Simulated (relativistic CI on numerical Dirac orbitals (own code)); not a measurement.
## Hyperfine structure of Gd LV, mass number 157

Calculated at this level of theory: Dirac-Coulomb-Breit CI, orbitals from a KLI potential per configuration, QED by a radiative potential, unscaled Slater integrals (own radial code, finite nucleus).

Configurations in the expansion (outside the closed core 1s2): 2s²2p⁶, 2s²2p⁵3s, 2s²2p⁵3p, 2s²2p⁵3d, 2s2p⁶3s, 2s2p⁶3p, 2s2p⁶3d, 2s²2p⁵4s, 2s²2p⁵4p, 2s²2p⁵4d, 2s²2p⁵4f, 2s²2p⁴3s², 2s2p⁶4s, 2s2p⁶4p, 2s²2p⁴3s3p, 2s2p⁶4d. Levels of other configurations are missing.

Nuclear spin I = 3/2, μ = -0.3398 μN, Q = 1.35 b (tables of Stone and Pyykkö). The electronic factors are computed for point nuclear moments, without core polarisation or the Bohr-Weisskopf and QED corrections.

| Level | E (eV) | A (GHz) | B (GHz) |
| --- | --- | --- | --- |
| 2s²2p⁵3s ³P°2 | 6100.86 | -271.2 | -1320 |
| 2s²2p⁵3s ¹P°1 | 6107.87 | 42.9 | -645 |
| 2s²2p⁵3p ³D2 | 6222.13 | -145.1 | -1320 |
| 2s²2p⁵3p ³D3 | 6412.18 | -72.89 | -951 |
| 2s²2p⁵3p ¹P1 | 6412.34 | -74.18 | 362 |
| 2s²2p⁵3p ³P2 | 6422.75 | -72.79 | -3.46 |
| 2s²2p⁵3d ³P°1 | 6552.41 | -58.19 | 460 |
| 2s²2p⁵3d ³F°3 | 6554.97 | -65.59 | -1260 |

Levels with J = 0, under 50 % of one LS term, or S terms without an open s electron are left out. Small factors come from cancelling terms and can be off by tens of per cent or more.

At this charge energies of transitions that change n are usually good to better than 1 %, and those within a shell (Δn = 0) to a few per cent.

**Question.** Give the hyperfine levels of 2s²2p⁵3s ³P°2 relative to its centre of gravity.

**Answer.** With K = F(F + 1) − I(I + 1) − J(J + 1), E = AK/2 + B[¾K(K + 1) − I(I + 1)J(J + 1)]/[2I(2I − 1)J(2J − 1)]: F = 1/2: 64.82, F = 3/2: 813.5, F = 5/2: 960.8, F = 7/2: -1144 GHz.

LS names give the leading component of a level, which can be under half, so a name can repeat, a term be missing and a line seem to break the LS rules.
